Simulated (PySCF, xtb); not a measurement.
C2H6BF2N, SMILES CNB(F)CF. One conformer was computed; it need not be the lowest.

Harmonic wavenumbers (cm⁻¹) from GFN2-xTB (xtb 6.7.1) at its own minimum, in rising order: 80, 134, 154, 168, 238, 386, 407, 527, 677, 739, 812, 1017, 1069, 1090, 1112, 1185, 1187, 1285, 1324, 1412, 1435, 1474, 1476, 1527, 2940, 2955, 2965, 2982, 3048, 3451.

Task: What does PySCF with TPSSh-D3(BJ)/def2-SVP give at its own minimum? (The exact figures need the calculation; the answer reports its results.)

Result: 106, 144, 153, 166, 242, 408, 466, 556, 677, 755, 889, 1042, 1083, 1113, 1147, 1222, 1234, 1340, 1412, 1462, 1468, 1492, 1495, 1592, 3017, 3019, 3063, 3081, 3147, 3577. Paired by order, the mean absolute difference is 44 cm⁻¹ and the zero-point energies are 56.1 and 58.0 kcal/mol.
